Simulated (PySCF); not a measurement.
# What PySCF settings do for CaBr

Base input, run as `OMP_NUM_THREADS=1 python input.py` with PySCF 2.14:

```python
from pyscf import gto, scf, mp

mol = gto.M(
    atom='Ca 0 0 0; Br 0 0 2.893',
    basis='def2-svp',
    charge=0,
    spin=1,
    symmetry=True,
    verbose=4,
)
mf = scf.UHF(mol)
mf.kernel()
mp.MP2(mf, frozen=14).kernel()
mf.dip_moment()
print('orbital energies (hartree):', [e[max(0, n-3):n+3].round(4) for e, n in zip(mf.mo_energy, mol.nelec)])
```

Base result: E(SCF) = -3248.857994 Eh, 12 cycles, E(MP2) − E(SCF) = -0.33537 Eh, ⟨S²⟩ = 0.751, μz(SCF) = -6.13 D. The bond length is a typed value, not an optimised one. No search for the lowest solution was made.

Hardware: Arm Neoverse V1, 1 thread, shared host. Wall time 1.6 s, peak memory 0.13 GiB.

Each row names what differs from the base; energies in brackets are changes from the base.

```tsv
change	result	wall time (s)
geometry: bond 2.893 → bond 3.096	E(SCF) = -3248.847709 Eh (+0.2799 eV), 12 cycles, E(MP2) − E(SCF) = -0.33465 Eh, ⟨S²⟩ = 0.751, μz(SCF) = -7.21 D	1.5
PCM solvent, dielectric constant: none → 32.6; step after the SCF: mp2 → analyze	E(SCF) = -3248.879047 Eh (-0.5729 eV), 12 cycles, ⟨S²⟩ = 0.750, μz(SCF) = -7.59 D	4.4
density fitting: none → auto	E(SCF) = -3248.857919 Eh (+0.0020 eV), 12 cycles, E(MP2) − E(SCF) = -0.33536 Eh, ⟨S²⟩ = 0.751, μz(SCF) = -6.13 D	1.5
functional: none (Hartree–Fock) → pw6b95; SCF type: UHF → UKS; step after the SCF: mp2 → analyze	E(SCF) = -3252.990506 Eh, 11 cycles, ⟨S²⟩ = 0.750, μz(SCF) = -5.88 D	15
step after the SCF: mp2 → stability; point-group symmetry: on → off	E(SCF) = -3248.857994 Eh (+0.0000 eV), 12 cycles, ⟨S²⟩ = 0.751, μz(SCF) = -6.13 D, internal stable; real -> complex stable; UHF/UKS -> GHF/GKS stable	2.8
length unit: angstrom → bohr [unsound on purpose]	E(SCF) = -3247.948596 Eh (+24.7460 eV), E(MP2) − E(SCF) = -0.37825 Eh, ⟨S²⟩ = 0.778, μz(SCF) = -1.83 D	1.9
PCM solvent, dielectric constant: none → 2.27; step after the SCF: mp2 → analyze	E(SCF) = -3248.869386 Eh (-0.3100 eV), 12 cycles, ⟨S²⟩ = 0.750, μz(SCF) = -6.87 D	4.7
spin (2S): 1 → 5 [a high spin state]	E(SCF) = -3248.356790 Eh (+13.6384 eV), 12 cycles, E(MP2) − E(SCF) = -0.29099 Eh, ⟨S²⟩ = 8.757, μz(SCF) = 6.24 D	1.5
geometry: bond 2.893 → bond 3.616	E(SCF) = -3248.814625 Eh (+1.1801 eV), 11 cycles, E(MP2) − E(SCF) = -0.33351 Eh, ⟨S²⟩ = 0.751, μz(SCF) = -10.22 D	1.5
spin (2S): 1 → 2 [unsound on purpose]	stops with RuntimeError (Electron number 55 and spin 2 are not consistent)	0.69
geometry: bond 2.893 → bond 2.69	E(SCF) = -3248.863041 Eh (-0.1373 eV), 12 cycles, E(MP2) − E(SCF) = -0.33663 Eh, ⟨S²⟩ = 0.751, μz(SCF) = -5.12 D	1.5
spin (2S): 1 → 57 [unsound on purpose]	stops with AssertionError	0.74
PCM solvent, dielectric constant: none → 78.36; step after the SCF: mp2 → analyze	E(SCF) = -3248.879499 Eh (-0.5852 eV), 12 cycles, ⟨S²⟩ = 0.750, μz(SCF) = -7.63 D	4.3
initial guess: minao → huckel	stops with AttributeError ('tuple' object has no attribute 'shape')	0.8
geometry: bond 2.893 → bond 4.339	E(SCF) = -3248.772934 Eh (+2.3146 eV), 14 cycles, E(MP2) − E(SCF) = -0.33190 Eh, ⟨S²⟩ = 0.754, μz(SCF) = -14.67 D	1.6
basis set: def2-svp → cc-pvdz-dk; spin-free X2C: off → on	E(SCF) = -3284.052461 Eh, 12 cycles, E(MP2) − E(SCF) = -0.21219 Eh, ⟨S²⟩ = 0.751, μz(SCF) = -5.71 D	2.1
step after the SCF: mp2 → frequency [not at a minimum]	E(SCF) = -3248.857994 Eh (+0.0000 eV), 12 cycles, ⟨S²⟩ = 0.751, μz(SCF) = -6.13 D, wavenumbers 184 cm⁻¹	19
basis set: def2-svp → cc-pvdz	E(SCF) = -3249.234852 Eh (-10.2548 eV), 12 cycles, E(MP2) − E(SCF) = -0.21748 Eh, ⟨S²⟩ = 0.751, μz(SCF) = -5.69 D	1.7
geometry: bond 2.893 → bond 0.3 [unsound on purpose]	E(SCF) = -3044.157923 Eh, 11 cycles, E(MP2) − E(SCF) = -0.21102 Eh, ⟨S²⟩ = 0.752, μz(SCF) = 2.22 D	1.6
Cartesian functions: off → on	E(SCF) = -3248.861865 Eh (-0.1053 eV), 12 cycles, E(MP2) − E(SCF) = -0.34395 Eh, ⟨S²⟩ = 0.751, μz(SCF) = -6.10 D	1.6
step after the SCF: mp2 → optimize	E(SCF) = -3248.857994 Eh (+0.0000 eV), 12 cycles, ⟨S²⟩ = 0.751, all at the start geometry; optimised bond 2.675 Å with E = -3248.863073 Eh after 5 steps	13
```

Task: Order these changes by how far they move the SCF energy from the base, largest first: (1) PCM solvent, dielectric constant: none → 32.6; step after the SCF: mp2 → analyze; (2) PCM solvent, dielectric constant: none → 78.36; step after the SCF: mp2 → analyze; (3) geometry: bond 2.893 → bond 3.616; (4) geometry: bond 2.893 → bond 4.339.

Result: (4) +2.3146 eV, (3) +1.1801 eV, (2) -0.5852 eV, (1) -0.5729 eV.
